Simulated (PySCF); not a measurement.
## I (iodine, neutral): UHF calculation

Configuration: [Kr] 4d10 5s2 5p4 5d1, one real determinant (an excited configuration). All numbers are calculated (PySCF 2.14, a scalar-relativistic core potential, in aug-cc-pV5Z-PP with ECP28MDF (8s8p6d4f3g2h, 139 functions)).

```json
{
  "Total energy": "-294.374886 hartree",
  "One-electron energy": "-510.6640 hartree",
  "Hartree (Coulomb) energy": "237.2344 hartree",
  "Exchange energy": "-20.9452 hartree",
  "⟨S²⟩": "3.7638",
  "⟨L²⟩": "8.095",
  "Sum of ⟨r⟩": "33.66 bohr",
  "Sum of ⟨r²⟩": "72.61 bohr²",
  "Traceless quadrupole moment −½Σ⟨3z² − r²⟩ along its main axis": "3.91 e·bohr²",
  "Time after the integrals": "roughly 8 core-seconds"
}
```

```tsv
shell	electrons	mean orbital energy (hartree)	spread (hartree)	rms radius, mean of both spins (bohr)
4s α	1	-7.87479	0	0.796
4s β	1	-7.85684	0	0.796
4p α	3	-5.69925	0.02344	0.853
4p β	3	-5.68114	0.00075	0.853
4d α	5	-2.42501	0.02862	0.997
4d β	5	-2.41051	0.01120	0.997
5s α	1	-1.04813	0	2.10
5s β	1	-0.85892	0	2.10
5p α	3	-0.53467	0.06681	2.55
5p β	1	-0.45583	0	2.55
5d α	1	-0.06850	0	4.70
```

⟨L²⟩ = 8.09 against 12 for a pure F term, so this real determinant mixes terms. Energies and moments cover only the electrons outside the core potential. The outer electron is Rydberg-like, and this basis confines it to a smaller radius and binds it less than a complete one would.
